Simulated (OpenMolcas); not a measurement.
## Tc4+ in a ligand field

Tc4+ with 6 ligands (oxide) in octahedral coordination (Oh) at 2.02 Å. A charge of +1.33 e stands 3.2 Å behind each ligand. Ligand basis ANO-RCC-VDZP.
```
Tc    0.0000    0.0000    0.0000
O     2.0200    0.0000    0.0000
O     0.0000    2.0200    0.0000
O    -2.0200    0.0000    0.0000
O     0.0000   -2.0200    0.0000
O     0.0000    0.0000    2.0200
O     0.0000    0.0000   -2.0200
```

```yaml
Program: OpenMolcas 26.06
Method: CASSCF
Basis: ANO-RCC-VTZP [7s6p4d2f1g]
Scalar_Hamiltonian: DKH2, point nucleus
Active_space: 3 electrons in 5 orbitals (4d)
State_averaging: 2S+1 = 4 even, 10 roots; 2S+1 = 2 even, 40 roots
Spin-orbit_coupling: state interaction with AMFI integrals over the reference wave functions
```

The lowest spin-free states (labels of O, the rotations of Oh), above the lowest:

```
   State  Degeneracy  E (cm-1)
     4A2           1       0.0
      2E           2     15307
     2T1           3     15958
     4T2           3     22395
     2T2           3     23440
     4T1           3     29329
     2A1           1     34234
2S+1 = 2           3     34542
2S+1 = 2           3     36135
      2E           2     38267
2S+1 = 2           3     39648
2S+1 = 2           3     45170
     2A2           1     46689
     4T1           3     49182
      2E           2     57269
2S+1 = 2           3     57779
2S+1 = 2           3     57849
2S+1 = 2           3     63079
     2T2           3     74113
      2E           2     85448
```

The lowest levels with spin-orbit coupling:

| E (cm-1) | Degeneracy | Label | 2S+1 | g |
| --- | --- | --- | --- | --- |
| 0.0 | 4 | Γ8 | 4 |  |
| 15174 | 4 | Γ8 | 2 |  |
| 15785 | 4 | Γ8 | 2 |  |
| 16068 | 2 |  | 2 | 0.49 0.49 0.49 |
| 22001 | 2 |  | 4 | 2.56 2.56 2.56 |
| 22086 | 4 | Γ8 | 4 (86 %) |  |
| 22738 | 4 | Γ8 | 4 |  |
| 22761 | 2 |  | 4 | 2.42 2.42 2.42 |
| 23690 | 4 | Γ8 | 2 (85 %) |  |
| 23768 | 2 |  | 2 | 1.50 1.50 1.50 |
| 29298 | 2 |  | 4 | 3.25 3.25 3.25 |
| 29498 | 4 | Γ8 | 4 |  |
| 29570 | 4 | Γ8 | 4 |  |
| 29601 | 2 |  | 4 | 1.96 1.96 1.96 |
| 34383 | 2 |  | 2 | 2.49 2.49 2.49 |
| 34489 | 2 |  | 2 | 0.16 0.16 0.16 |
| 34636 | 4 | Γ8 | 2 |  |
| 35727 | 2 |  | 2 | 0.96 0.96 0.96 |
| 36527 | 4 | Γ8 | 2 |  |
| 38410 | 4 | Γ8 | 2 |  |

Powder χT (cm3 K/mol): 1.73 at 2 K, 1.73 at 10 K, 1.74 at 50 K, 1.74 at 100 K, 1.74 at 200 K, 1.75 at 300 K. The effective moment at 300 K is 2.828 √(χT) = 3.74 μB.

The lowest level has 2S+1 = 4, for which the spin-only value is χT = S(S+1) / 2 = 1.875 cm3 K/mol (g = 2). The computed 1.747 at 300 K differs by -0.128, through orbital momentum, spin-orbit coupling and any other state in reach.

Metal share of the active 4d orbitals (Löwdin): 72, 72, 91, 91, 91 %; Mulliken charge of the metal 1.35.

Without dynamic correlation the repulsion within the d shell is too large (B by tens of per cent), so at a given field states of lower spin stand too high. The least metal-like active orbital is 72 % on the metal (Löwdin) and no ligand orbital is active, so the numbers are rough. The oxide ions are held by bare point charges, a crude embedding. With metal d orbitals alone the field can be off either way by tens of per cent. Ligand-to-metal charge-transfer states are missing. With no ligand orbital active B as a rule stays too high, so bands that hang on it stand too high and its fall with covalency is understated. No measured value stands beside these numbers; the geometry is a model, was not optimised and need not be the one that this ion takes.

The RASSCF and RASSI steps took 33 s on 1 thread of Arm Neoverse V2, on a shared host; the integral step is not counted.
